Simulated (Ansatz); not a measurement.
A run of Ansatz (development build ahead of 0.2.0) on singlet C₈H₈ at this shape:

```tsv
atom	x (Å)	y (Å)	z (Å)
C	-0.8233	-0.7674	-0.7585
C	-0.7341	-0.7983	0.7879
C	-0.7942	0.8278	-0.7789
C	-0.7585	0.7355	0.7886
C	0.8044	-0.8235	-0.7800
C	0.8045	-0.7602	0.8186
C	0.7873	0.7773	-0.8292
C	0.7863	0.7504	0.8198
H	-1.3984	-1.4474	-1.3801
H	-1.3800	-1.4494	1.4044
H	-1.4432	1.4539	-1.4200
H	-1.4497	1.3825	1.3987
H	1.4211	-1.4572	-1.4377
H	1.3825	-1.4166	1.4527
H	1.3998	1.4411	-1.4534
H	1.4615	1.4223	1.4011
```

Its results:

- Converged: yes
- Reference energy: -307.23345 hartree
- Correlation energy: -0.69597 hartree
- Total energy: -307.92943 hartree
- Spin squared of the determinant: 0.000

Task: Which input gives this output? Name the method, the orbitals and the basis set, and write the input.

Result: RHF-MP2 in 6-31G. An unrestricted run that stays on the closed shell gives the same numbers.

```yaml
crystal:
  periodic: [false, false, false]
  atoms:
    - { symbol: C, position_ang: [-0.82329, -0.76737, -0.75846] }
    - { symbol: C, position_ang: [-0.73408, -0.79829, 0.78789] }
    - { symbol: C, position_ang: [-0.79415, 0.82777, -0.7789] }
    - { symbol: C, position_ang: [-0.75852, 0.7355, 0.78858] }
    - { symbol: C, position_ang: [0.80435, -0.82345, -0.78004] }
    - { symbol: C, position_ang: [0.80453, -0.76019, 0.81865] }
    - { symbol: C, position_ang: [0.7873, 0.7773, -0.82924] }
    - { symbol: C, position_ang: [0.78632, 0.75045, 0.81978] }
    - { symbol: H, position_ang: [-1.39843, -1.44736, -1.3801] }
    - { symbol: H, position_ang: [-1.37998, -1.44939, 1.4044] }
    - { symbol: H, position_ang: [-1.44319, 1.45388, -1.42001] }
    - { symbol: H, position_ang: [-1.44968, 1.38246, 1.39866] }
    - { symbol: H, position_ang: [1.42114, -1.45719, -1.43772] }
    - { symbol: H, position_ang: [1.38246, -1.41663, 1.45267] }
    - { symbol: H, position_ang: [1.39981, 1.44108, -1.45338] }
    - { symbol: H, position_ang: [1.46146, 1.42228, 1.40109] }
basis:
  gaussian: { orbitals: "6-31G" }
hamiltonian:
  xc: hf
correlation:
  method: mp2
  frozen_orbitals: { C: 1, H: 0 }
```
